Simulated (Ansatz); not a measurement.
A calculation with Ansatz (development build ahead of 0.2.0).

```yaml
crystal:
  periodic: [false, false, false]
  atoms:
    - { symbol: V, position_ang: [0.0, 0.0, 0.0] }
    - { symbol: Br, position_ang: [0.0, 0.0, 7.44] }
basis:
  gaussian: { orbitals: pcseg-2 }
magnetization:
  spin_polarized: true
  initial_magnetization: 4
hamiltonian:
  xc: pbe
```

The input is written out in the form of the current development build from the run's settings.

The run gave:

```
Converged                       : yes
Total energy                    : -3517.49421 hartree
Spin squared of the determinant : 6.661
Stability test                  : minimum
```

Caution: charge can spread falsely over distant fragments; other spin multiplicities were not run; the unrestricted determinant is spin contaminated.
